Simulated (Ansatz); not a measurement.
As6⁺. The state is a doublet with charge 1. Geometry PBE-D4/def2-SVP.

```xyz
6

As    0.307   -2.081    0.807
As   -0.305   -0.341    2.207
As   -1.166    0.715   -1.393
As    0.493   -1.165   -1.447
As   -0.492    1.663    0.828
As    1.162    1.209   -1.001
```

Another isomer (doublet) lies 0.12 eV lower at PBE0-D4/def2-SVP; other spin states weren't run for this one.

Problem. Estimate the α-spin orbital energies around the gap (eV) in Ansatz with PBE-D4/def2-SVP, BLYP-D4/def2-SVP, r2SCAN-D4/def2-SVP, PBE0-D4/def2-SVP.

Solution. 
```tsv
orbital	PBE-D4/def2-SVP	BLYP-D4/def2-SVP	r2SCAN-D4/def2-SVP	PBE0-D4/def2-SVP
HOMO−5	-12.19	-11.88	-12.59	-13.22
HOMO−4	-11.86	-11.56	-12.28	-12.92
HOMO−3	-11.84	-11.55	-12.20	-12.88
HOMO−2	-10.74	-10.47	-11.08	-11.75
HOMO−1	-10.46	-10.21	-10.78	-11.43
HOMO	-10.10	-9.82	-10.46	-11.00
LUMO	-8.89	-8.63	-9.07	-8.36
LUMO+1	-7.57	-7.34	-7.70	-6.98
LUMO+2	-6.80	-6.54	-6.78	-6.11
LUMO+3	-6.63	-6.40	-6.56	-5.90
LUMO+4	-6.09	-5.87	-6.08	-5.30
LUMO+5	-5.98	-5.80	-5.94	-5.27
β HOMO	-10.42	-10.17	-10.74	-11.39
β LUMO	-9.72	-9.50	-9.85	-9.24
```
